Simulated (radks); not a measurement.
Values are calculated unless marked as measured or tabulated.
Species: the manganese ion Mn2+. Configuration: [Ar] 3d5. Level of theory: Dirac Kohn-Sham, Slater X-alpha with alpha = 0.662, spin-unpolarised, spherical densities, point nucleus; open shells fill j = l - 1/2 first (a radial shooting solver on a logarithmic mesh with Libxc functionals).

Unscreened Slater integrals over Kohn-Sham orbitals (cm^-1). Large and small components are both included.

integral,value
"F0(3d5/2,3d5/2)",175750
"F2(3d5/2,3d5/2)",79858
"F4(3d5/2,3d5/2)",49396
"F0(3d5/2,3d3/2)",176110
"F2(3d5/2,3d3/2)",80022
"G2(3d5/2,3d3/2)",79971
"G4(3d5/2,3d3/2)",49468
"F0(3d5/2,3p3/2)",194140
"F2(3d5/2,3p3/2)",90380
"G1(3d5/2,3p3/2)",112310
"G3(3d5/2,3p3/2)",67521
"F0(3d5/2,3p1/2)",195010
"G3(3d5/2,3p1/2)",67727
"F0(3d3/2,3d3/2)",176470
"F2(3d3/2,3d3/2)",80188
"F0(3d3/2,3p3/2)",194590
"F2(3d3/2,3p3/2)",90614
"G1(3d3/2,3p3/2)",112570
"G3(3d3/2,3p3/2)",67685
"F0(3d3/2,3p1/2)",195460
"G1(3d3/2,3p1/2)",113060
"F0(3p3/2,3p3/2)",218240
"F2(3p3/2,3p3/2)",108810
"F0(3p3/2,3p1/2)",219360
"G2(3p3/2,3p1/2)",109290
"F0(3p1/2,3p1/2)",220490
